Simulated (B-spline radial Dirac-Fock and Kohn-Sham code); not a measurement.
## Ge: input and output of one calculation

ΔSCF core binding energies without Breit or QED terms, calculated with a radial finite-basis atomic code. Keys: rel is the Hamiltonian (dirac, or spin-free x2c and nr, where L3 and M5 stand for the whole 2p and 3d shells), method is hf or an exchange,correlation pair (spin-unpolarised, also for the hole states), nuc the nuclear model, radius_factor scales its radius, rmax is the box in bohr, h the logarithmic mesh step, order the B-spline order, points the quadrature points per cell, c_factor scales the speed of light, and damp, ndamp, maxit and tol steer the iteration. The run stops when the commutator error falls below 10·tol·max(1, Z/10), or the numerical noise floor, and the energy has settled to about 1e-8 Ha; the virial ratio is −V/T.

Input (task.json):

```json
{"items": [{"Z": 32, "q": 0, "cfg": [[1, 0, 2], [2, 0, 2], [2, 1, 6], [3, 0, 2], [3, 1, 6], [3, 2, 10], [4, 0, 2], [4, 1, 2]], "A": 74, "rrms": 4.0742, "do": "settings", "holes": ["K", "L3", "M5"],
  "settings": [{"rel": "dirac", "method": "hf", "nuc": "fermi", "radius_factor": 1.0, "rmax": 45.0, "h": 0.3, "order": 8, "points": 10, "c_factor": 1.0, "maxit": 60, "damp": 0.5, "ndamp": 3, "tol": 1e-08, "cfg": "1s2 2s2 2p6 3s2 3p6 3d10 4s2 4p7"}]}]}
```

Command: `python xray2_run.py task.json out`

The program stops without a result: overfilled shell.

**Question.** One setting is unsound. Which, and why?

**Answer.** cfg puts more electrons in a shell than it can hold. With the default settings (Dirac Hartree-Fock): The ground state converged in 11 iterations, with total energy -2097.47037 Ha, virial ratio 1.97879 and highest orbital energy -7.24 eV. ΔSCF binding energies: K (1s) 11134.2 eV, L3 (2p3/2) 1227.5 eV, M5 (3d5/2) 36.12 eV.
